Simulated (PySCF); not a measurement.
# Which orbitals make which state

Compound: C3H12Al2O2.
Numbering: `[CH3:1][O+:2]1[AlH2-:3][O+:4]([CH3:5])[AlH-:6]1[CH3:7]` (hydrogens: H8, H9, H10 on C1; H11, H12 on Al3; H13, H14, H15 on C5; H16 on Al6; H17, H18, H19 on C7)

Computed with TDDFT CAM-B3LYP/def2-SVPD, vertical, gas phase, core orbitals frozen in the response in PySCF 2.14.0, density-fitted response routines. Isolated species at its PBE0-D3(BJ)/def2-SVP geometry, gas phase.

Orbital energies (eV): HOMO-3 -10.45, HOMO-2 -10.26, HOMO-1 -9.28, HOMO -8.83, LUMO 0.56, LUMO+1 0.74, LUMO+2 1.26.

Computed singlets:

| state | E (eV) | f |
| --- | --- | --- |
| S1 | 6.36 | 0.0018 |
| S2 | 6.67 | 0.0071 |
| S3 | 7.06 | 0.037 |
| S4 | 7.47 | 0.140 |
| S5 | 7.61 | 0.066 |
| S6 | 7.80 | 0.012 |
| S7 | 7.86 | 0.024 |
| S8 | 7.88 | 0.0054 |
| S9 | 7.96 | 0.014 |
| S10 | 8.11 | 0.129 |

Q: Which orbital pair leads each of S1, S3 and S8, and how does its energy difference Δε compare with the excitation energy?

A: 

```
state  leading configuration  weight  Δε (eV)  E (eV)  E − Δε (eV)       f       other configurations
   S1              HOMO→LUMO    0.64     9.39    6.36        -3.03  0.0018  H-1→L (21%), H-1→L+3 (8%)
   S3            HOMO→LUMO+1    0.70     9.57    7.06        -2.51   0.037                H→L+2 (11%)
   S8            HOMO-2→LUMO    0.63    10.83    7.88        -2.94  0.0054                H-3→L (13%)
```

E − Δε runs from -3.03 to -2.51 eV. Among themselves, these states come in the order of their orbital differences.

H and L stand for HOMO and LUMO. The other states: S2 6.67 eV, f 0.0071, H-1→L (51%), H→L+3 (22%), H→L (13%); S4 7.47 eV, f 0.140, H→L+4 (43%), H-1→L+1 (15%), H-1→L+4 (8%); S5 7.61 eV, f 0.066, H→L+2 (33%), H-1→L+2 (21%), H-1→L+1 (19%); S6 7.80 eV, f 0.012, H-1→L+4 (28%), H-1→L+1 (21%), H→L+4 (10%); S7 7.86 eV, f 0.024, H-3→L (55%), H-2→L (15%); S9 7.96 eV, f 0.014, H→L+3 (38%), H→L (11%), H-1→L (10%); S10 8.11 eV, f 0.129, H→L+5 (34%), H→L+6 (15%), H→L+7 (11%).

Triplets (Tamm–Dancoff): T1 5.96 eV, H→L (45%), H-1→L (33%), H-1→L+3 (10%); T2 6.29 eV, H-1→L (32%), H→L+3 (23%), H→L (23%); T3 6.75 eV, H→L+1 (50%), H→L+2 (16%); T4 6.97 eV, H→L+4 (29%), H-1→L+4 (24%).

Summed over the main configurations (up to three a state, each over 8%) of all 10 singlets, the electron leaves HOMO with weight 3.76, HOMO-1 with weight 2.02, HOMO-2 with weight 0.78 and HOMO-3 with weight 0.68.

All these states lie below the vertical ionisation energy of 9.55 eV (ΔSCF).

The run took 8.7 min of wall time on one thread, Arm Neoverse N1 (aarch64) (shared host), and the process peaked at 1.4 GiB of memory.

Without π bonds the low states are Rydberg-like; a valence basis with one diffuse set may place them up to an eV too high.
